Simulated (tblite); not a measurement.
Isomers of [C6H12O2]+ (charge +1 and doublet state). Calculated harmonic vibrations of the isolated species, GFN2-xTB (tblite), most abundant isotopes, no scaling. Against measured fundamentals such values can be off by several per cent, at times by over 20. One conformer each. Open shells enter through the occupations alone, without spin polarisation, and single modes of such species can be off by tens of per cent.

Electronic energies: GFN2-xTB at the same geometries; isomer energies are rough at this level and their order can be wrong.

```tsv
SMILES	electronic energy, lowest = 0 (kcal/mol)
CCCCC(=[O+])OC	0.4
[CH2+][C](C)COCOC	28.6
CC(=[O+])OCC(C)C	0.0
CC(C)[C@H](C)C(=[O+])O	0.6
```

**Question.** How do GFN2-xTB zero-point energies change the relative energies?

**Answer.** 
```tsv
SMILES	ZPE (kcal/mol)	of it from modes above 1550 cm⁻¹	electronic (kcal/mol)	with ZPE, lowest = 0 (kcal/mol)	lowest mode (cm⁻¹)	rings
CC(=[O+])OCC(C)C	104.3	52.5	0.0	0.0	36	0
CCCCC(=[O+])OC	104.9	52.6	0.4	0.9	32	0
CC(C)[C@H](C)C(=[O+])O	105.2	54.1	0.6	1.5	65	0
[CH2+][C](C)COCOC	103.4	52.8	28.6	27.6	39	0
```

The zero-point energies span 1.8 kcal/mol, from `[CH2+][C](C)COCOC` to `CC(C)[C@H](C)C(=[O+])O`. The order is unchanged.

**Question.** What do entropy and thermal enthalpy add at 298.15 K and 1 bar (rigid rotor, harmonic oscillator, one conformer each)?

**Answer.** 
| SMILES | point group | symmetry number | S (cal/(mol K)) | H − H(0) (kcal/mol) | ZPE + H − H(0) − TS (kcal/mol) |
| --- | --- | --- | --- | --- | --- |
| CC(=[O+])OCC(C)C | C1 | 1 | 99.4 | 6.90 | 81.6 |
| CCCCC(=[O+])OC | C1 | 1 | 99.1 | 6.76 | 82.1 |
| CC(C)[C@H](C)C(=[O+])O | C1 | 1 | 95.3 | 6.65 | 83.5 |

S holds R ln(2S + 1) for the spin.

Not tabulated: `[CH2+][C](C)COCOC` (point group not settled).
